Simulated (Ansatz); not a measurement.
`C[O][Ta]([NH2])([F])=[S]`. The species carries charge 0 and has multiplicity 1. Ta: def2 effective core potential. Geometry: relaxed with PBE0-D4/def2-TZVP. It is one conformer, not always the lowest.

```xyz
11

C    -2.084   -0.395   -0.256
O    -0.867    0.302   -0.208
Ta    0.976    0.290   -0.496
N     1.899    0.434    1.231
F     1.406    1.753   -1.602
S     1.599   -1.592   -1.370
H    -1.947   -1.370   -0.730
H    -2.462   -0.536    0.759
H    -2.810    0.187   -0.828
H     2.607   -0.201    1.566
H     1.681    1.128    1.933
```

Problem. What is the dipole moment at r2SCAN/def2-TZVPP? (An estimate is asked.)

Solution. The calculation gave: 4.17 D, with components (-2.16, 1.09, 3.39) D in this frame, pointing from negative to positive charge.

Problem. And with PBE, B3LYP, ωB97M-V? (Best estimate.)

Solution. The calculation gave: PBE 4.02 D, B3LYP 4.09 D, ωB97M-V 4.16 D.

Problem. Give the Mulliken charges with r2SCAN, B3LYP, ωB97M-V in def2-TZVPP. (Best estimate.)

Solution. Ansatz gave: 
| atom | r2SCAN | B3LYP | ωB97M-V |
| --- | --- | --- | --- |
| C1 | 0.03 | -0.10 | -0.15 |
| O2 | -0.38 | -0.38 | -0.37 |
| Ta3 | 0.92 | 0.90 | 0.84 |
| N4 | -0.48 | -0.42 | -0.39 |
| F5 | -0.33 | -0.33 | -0.32 |
| S6 | -0.33 | -0.32 | -0.27 |
| H7 | 0.08 | 0.11 | 0.13 |
| H8 | 0.07 | 0.11 | 0.12 |
| H9 | 0.07 | 0.11 | 0.13 |
| H10 | 0.19 | 0.18 | 0.16 |
| H11 | 0.17 | 0.15 | 0.13 |

B3LYP here is the variant with VWN-RPA as its local correlation; programs differ in this.
